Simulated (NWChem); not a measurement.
Molecule: CH₂ClF; SMILES FCCl

All runs: NWChem. Pople sets run with spherical d functions. Each level has its own optimisation. Computed dipoles belong to the equilibrium geometry; the measured one is vibrationally averaged.

Measured dipole moment: 1.82 D (NIST CCCBDB, as tabulated in the package chemicals).

| level | dipole moment (D) | computed − measured |
|---|---|---|
| Hartree-Fock/STO-3G | 2.25 | +0.43 |
| Hartree-Fock/3-21G | 2.86 | +1.04 |
| Hartree-Fock/6-31G* | 2.14 | +0.32 |
| B3LYP/6-31G* | ___ | ___ |
| LDA (Slater exchange, VWN5)/def2-SVP | 1.65 | -0.17 |
| PBE/def2-SVP | 1.69 | -0.13 |
| BLYP/def2-SVP | 1.68 | -0.14 |
| PBE0/def2-SVP | ___ | ___ |

Q: What belongs in the gaps?

A: 
- B3LYP/6-31G*, dipole moment (D): 1.93
- B3LYP/6-31G*, computed − measured: +0.11
- PBE0/def2-SVP, dipole moment (D): 1.81
- PBE0/def2-SVP, computed − measured: -0.01
